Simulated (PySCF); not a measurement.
Rotational lines of AuF

Lines J+1 ← J of the vibrational ground state, computed from RHF-CCSD(T) constants of AuF, ¹Σ⁺ (singlet), closed shell (basis Au def2-TZVPP with ECP60, F def2-TZVPP; scalar-relativistic core potentials; PySCF 2.14; masses 196.9666 and 18.9984 u), in MHz:

```json
{"J": "5", "ν (MHz)": "93248.8"}
{"J": "6", "ν (MHz)": "108787.8"}
{"J": "7", "ν (MHz)": "124325.7"}
{"J": "8", "ν (MHz)": "139862.3"}
{"J": "9", "ν (MHz)": "155397.4"}
```

(1) Find B0 and the effective bond length r0; with αe = 0.00180 cm⁻¹, find Re.

Correlated steps freeze 1 core orbital. Spin–orbit coupling is left out, which matters for elements this heavy, above all for dissociation energies. Where the molecule has an RHF reference, its open-shell atoms are computed with UHF. The CCSD T1 diagnostic is raised, a sign that a single reference may not be enough here.

Results:

(1) ν = 2B0(J+1) − 4D(J+1)³ gives B0 = 0.25922 cm⁻¹. With the reduced mass μred = 17.327 u, r0 = √(16.8576/(μred·B0)) (u, cm⁻¹, Å) = 1.9373 Å. Be = B0 + αe/2 = 0.26012 cm⁻¹ gives Re = 1.934 Å.
